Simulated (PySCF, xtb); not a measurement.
1-bromo-1,1-dichloroethane (C2H3BrCl2), SMILES C(Br)(Cl)(C)Cl.

GFN2-xTB run with xtb at its own geometry gives an orbital gap of 4.37 eV and a dipole moment of 3.11 D.

The structure is a stationary point at B3LYP-D3(BJ)/def2-SVP.

Q: What does PBE/def2-TZVP (PySCF) give? (An estimate is asked for; the answer gives what the named calculation found.)

A: gap 4.53 eV (levels -6.96 and -2.43 eV), dipole 1.75 D.
